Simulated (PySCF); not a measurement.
Trends in electronic spectra. Method used: TDDFT PBE0/def2-SVPD, vertical, gas phase, core orbitals frozen in the response (PySCF 2.14.0, density-fitted response routines). Geometries: PBE0-D3(BJ)/def2-SVP; one conformer of each isolated species. Triplets are in the Tamm–Dancoff approximation.

Question: Rank by computed lowest triplet energy, lowest first.
A. `N#C[C@H]1[Si@@H](C[SiH3])C1`
B. `O=C=N[Si](Cl)(Cl)N=C=O`
C. `N#C[C@@H]1CC[SiH2][SiH2]1`
D. `C1(CC=1)CC#N`
E. `CC[C@H](C)C(F)(F)F`

Answer: D (4.10 eV), A (4.97 eV), C (5.63 eV), B (6.42 eV), E (8.77 eV).

| SMILES | T1 (eV) | f (S1) | α (au) | HOMO (eV) | LUMO (eV) | S1 mainly |
| --- | --- | --- | --- | --- | --- | --- |
| N#CCC1=CC1 | 4.10 | 0.117 | 59.9 | -7.52 | -0.25 | H→L (95%) |
| N#C[C@@H]1C[Si@@H]1C[SiH3] | 4.97 | 0.120 | 103.9 | -7.34 | -0.37 | H→L (72%) |
| N#C[C@@H]1CC[SiH2][SiH2]1 | 5.63 | 0.025 | 104.0 | -7.97 | -0.45 | H→L (59%) |
| O=C=N[Si](Cl)(Cl)N=C=O | 6.42 | 0.000 | 92.2 | -9.35 | -0.76 | H→L (85%) |
| CC[C@H](C)C(F)(F)F | 8.77 | 0.003 | 64.1 | -9.62 | 0.60 | H→L (95%) |

H and L stand for HOMO and LUMO.

- `N#CCC1=CC1`: Löwdin shares by element: HOMO carbon 75% or more, hydrogen 7% or more (atoms not listed hold the other 18%); LUMO carbon 77% or more, hydrogen 8% or more.
- `N#C[C@@H]1C[Si@@H]1C[SiH3]`: Löwdin shares by element: HOMO carbon 40% or more, silicon 21% or more, nitrogen 14% (atoms not listed hold the other 25%); LUMO silicon 41%, hydrogen 10% or more, carbon 9% or more (atoms not listed hold the other 40%).
- `N#C[C@@H]1CC[SiH2][SiH2]1`: Löwdin shares by element: HOMO silicon 51%, carbon 21% or more (atoms not listed hold the other 28%); LUMO silicon 44%, carbon 14% or more (atoms not listed hold the other 42%).
- `O=C=N[Si](Cl)(Cl)N=C=O`: Löwdin shares by element: HOMO nitrogen 43%, oxygen 27% (atoms not listed hold the other 29%); LUMO nitrogen 24%, silicon 16%, carbon 12% or more (atoms not listed hold the other 48%).
- `CC[C@H](C)C(F)(F)F`: Löwdin shares by element: HOMO carbon 41% or more, hydrogen 22% or more (atoms not listed hold the other 37%); LUMO carbon 39% or more, hydrogen 7% or more (atoms not listed hold the other 55%).
